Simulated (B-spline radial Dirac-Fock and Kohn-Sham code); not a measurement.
## Magnetic form factor of the 4f shell of Os²⁵⁺

System: osmium as Os²⁵⁺, 1s2 2s2 2p6 3s2 3p6 3d10 4s2 4p6 4d10 4f5.

Model: Dirac-Fock orbitals of the configuration average with a finite nucleus. Program: a radial finite-basis atomic code. ⟨j_K⟩ is the integral of the 4f radial density with the spherical Bessel function j_K(4πsr), s = sin θ/λ.

Hund's rules give S = 5/2, L = 5, J = 5/2 for 4f5, so g = 0.286, and the dipole approximation is F = ⟨j0⟩ + C₂⟨j2⟩ with C₂ = (2 − g)/g = 6.000.

```
s (Å⁻¹)     ⟨j0⟩    ⟨j2⟩    ⟨j4⟩    ⟨j6⟩  F (dipole)
      0   1.0000  0.0000  0.0000  0.0000      1.0000
   0.05   0.9959  0.0016  0.0000  0.0000      1.0058
    0.1   0.9836  0.0065  0.0000  0.0000      1.0228
   0.15   0.9635  0.0145  0.0001  0.0000      1.0504
    0.2   0.9361  0.0252  0.0003  0.0000      1.0873
   0.25   0.9019  0.0384  0.0006  0.0000      1.1321
    0.3   0.8619  0.0535  0.0013  0.0000      1.1829
   0.35   0.8168  0.0702  0.0023  0.0000      1.2377
    0.4   0.7676  0.0878  0.0037  0.0001      1.2943
   0.45   0.7154  0.1059  0.0057  0.0002      1.3506
    0.5   0.6611  0.1239  0.0082  0.0004      1.4045
    0.6   0.5501  0.1580  0.0151  0.0009      1.4978
    0.7   0.4415  0.1868  0.0245  0.0021      1.5620
    0.8   0.3407  0.2082  0.0359  0.0039      1.5899
    0.9   0.2515  0.2213  0.0487  0.0067      1.5795
      1   0.1758  0.2262  0.0620  0.0104      1.5327
    1.1   0.1139  0.2235  0.0750  0.0151      1.4552
    1.2   0.0654  0.2148  0.0868  0.0207      1.3539
    1.4   0.0023  0.1848  0.1046  0.0333      1.1111
    1.6  -0.0273  0.1476  0.1132  0.0462      0.8582
```

Radial moments of the shell: ⟨r²⟩ = 0.2240, ⟨r⁴⟩ = 0.08345, ⟨r⁶⟩ = 0.04693 in powers of bohr.

Values without a named source are computed, but for edge energies of neutral atoms, which are taken from tables.
